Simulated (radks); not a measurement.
The numbers below are computed, except where a source is named.
Task: All-electron atom: the gadolinium ion Gd54+ in [Ne]. Code: a radial shooting solver on a logarithmic mesh with Libxc functionals. Model: scalar-relativistic Kohn-Sham, BLYP, spin-polarised, spherical densities, finite nucleus; Fermi nuclear charge, rms radius 5.1569 fm. Some entries of the table are withheld. Estimate them.

orbital  occ.  eigenvalue (eV)  <r^2> (bohr^2)
1s          2              (1)             (2)
2s          2              (3)             (4)
2p          6              (5)             (6)

Result: 
(1) 1s eigenvalue (eV): -54328.06
(2) 1s <r^2> (bohr^2): 0.0006535
(3) 2s eigenvalue (eV): -12233.80
(4) 2s <r^2> (bohr^2): 0.009889
(5) 2p eigenvalue (eV): -11369.08
(6) 2p <r^2> (bohr^2): 0.007893
